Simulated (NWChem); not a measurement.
Species: C2H5FSi; SMILES C=C(F)[SiH3]

```xyz
9

C     -1.1902    -1.2885     0.0000
C     -0.0741    -0.5399     0.0000
F      1.1448    -1.1457     0.0000
Si     0.0298     1.3523     0.0000
H     -2.1767    -0.8048     0.0000
H     -1.1368    -2.3889     0.0000
H     -1.3659     1.9064     0.0000
H      0.7729     1.8178    -1.2202
H      0.7729     1.8178     1.2202
```
Atoms are numbered in this order, from 1.

Geometry: optimised at PBE-D3(BJ)/def2-SVP.

Symmetry labels are those of Cs in the frame above (b1 and b2, or b-type labels, depend on it).

Problem. List the 6 lowest vertical singlet excitations from Hartree-Fock/6-31+G* (spherical d), TDHF (NWChem).

Solution. 
```tsv
state	energy (eV)	oscillator strength	symmetry	leading excitation (squared amplitude)
S1	7.18	0.522	a'	HOMO → LUMO+5 (0.51)
S2	7.48	0.046	a"	HOMO → LUMO (0.72)
S3	8.21	0.000	a"	HOMO → LUMO+4 (0.35)
S4	8.39	0.007	a"	HOMO−1 → LUMO+5 (0.34)
S5	8.79	0.000	a"	HOMO → LUMO+3 (0.46)
S6	8.81	0.000	a"	HOMO → LUMO+7 (0.29)
```
